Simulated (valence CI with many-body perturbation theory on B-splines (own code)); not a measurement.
**Valence orbitals of Co¹⁴⁺**

Method: valence CI with perturbative core correlation (CI+MBPT): three valence electrons over a frozen Dirac-Fock core [Ne], a basis of 11 s, 11 p, 9 d, 7 f, 5 g, 2 h, 1 i functions for each j, with the one-electron correlation potential Σ1, the two-electron term Σ2, the three-electron term Σ3, Breit, model QED; selected CI, second order for the rest (own B-spline code, finite nucleus).

No measured spectrum was set against this ion. As an estimate, levels of excited configurations hold to 0.05 to 0.15 % of their energy, terms of the ground configuration to about 0.5 %.

These are the spectroscopic orbitals of the CI (the correlating ones are not listed), shaped by the core and the other valence electrons. h is the expectation value of the core's Dirac-Fock operator, without the valence repulsion; Σ1 is computed up to l = 3 at one energy for each symmetry, that of its lowest orbital but kept below the first core excitation, so for empty shells it is not the orbital's own correlation shift; Breit and QED include the response of the core.

```csv
Orbital,h (hartree),Σ1 (cm⁻¹),Breit (cm⁻¹),QED (cm⁻¹),⟨r⟩ (bohr)
3s1/2,-20.05,-5291,1058,701,0.6611
4s1/2,-10.577,-1642,391,263,1.268
5s1/2,-6.5231,-712,179,122,2.088
6s1/2,-4.4247,-379,97.9,66.8,3.102
3p1/2,-18.7,-6117,1676,-60.8,0.6526
4p1/2,-10.027,-1890,619,-21.9,1.292
5p1/2,-6.2539,-852,297,-10.4,2.132
6p1/2,-4.2728,-461,165,-5.8,3.169
3p3/2,-18.581,-5986,1034,-5.3,0.6574
4p3/2,-9.9811,-1862,375,-1.5,1.298
5p3/2,-6.2311,-841,181,-0.6,2.140
6p3/2,-4.2599,-456,101,-0.3,3.179
3d3/2,-16.746,-6824,569,-32.9,0.6041
4d3/2,-9.2963,-1889,212,-12.0,1.284
5d3/2,-5.9001,-838,103,-5.8,2.157
3d5/2,-16.728,-6733,215,-20.3,0.6052
4d5/2,-9.2881,-1861,79.7,-7.0,1.285
5d5/2,-5.8958,-826,38.9,-3.3,2.159
4f5/2,-8.9817,-1089,8.6,-1.9,1.162
5f5/2,-5.7412,-561,6.3,-1.1,2.054
4f7/2,-8.9788,-1084,-0.8,0.0,1.162
5f7/2,-5.7398,-558,-0.5,-0.2,2.055
5g7/2,-5.7081,,0.1,-0.3,1.825
5g9/2,-5.7073,,0.0,0.2,1.825
```

Among the shells of the start configuration 3s2 3p1, Σ1 is largest in size for 3p1/2, where it is 0.15 % of h.

Lowest root of each symmetry, sizes in configuration state functions:

| J | Parity | Roots | Reference | Variational | Second order | Change by selected CI (cm⁻¹) | Change by second order (cm⁻¹) |
| --- | --- | --- | --- | --- | --- | --- | --- |
| 1/2 | even | 9 | 56 | 7104 | 17071 | -1435 | 0 |
| 3/2 | even | 13 | 85 | 12117 | 31200 | -1370 | -1 |
| 5/2 | even | 12 | 83 | 13835 | 37276 | -1418 | -1 |
| 7/2 | even | 7 | 53 | 12521 | 38432 | -3314 | -2 |
| 9/2 | even | 4 | 27 | 9470 | 36703 | -3714 | -2 |
| 1/2 | odd | 7 | 64 | 7025 | 18073 | -2730 | -1 |
| 3/2 | odd | 12 | 102 | 11870 | 30629 | -2715 | -1 |
| 5/2 | odd | 9 | 99 | 13078 | 41823 | -2028 | -1 |
| 7/2 | odd | 5 | 75 | 11355 | 36518 | -2367 | -2 |
| 9/2 | odd | 2 | 41 | 8031 | 24126 | -2343 | -3 |
